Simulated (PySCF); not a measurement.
# Electron correlation in Se (selenium, neutral)

[Ar] 3d10 4s2 4p4, high-spin 3P determinant. Computed with PySCF 2.14 in aug-cc-pVQZ-PP with ECP10MDF, with scalar relativity through the core potential. Frozen: 3s2 3p6 3d10; 6 electrons correlated.

```csv
level,correlation energy (mhartree)
CCSD,-128.24
(T),-4.55
CCSD(T),-132.79
```

Diagnostics: T1 = 0.0086, D1 = 0.0256, largest double amplitude 0.036.

Question: Is a single reference adequate?

Answer: Yes, within this model without spin-orbit coupling: T1 lies below 0.03 and no double amplitude reaches 0.07.
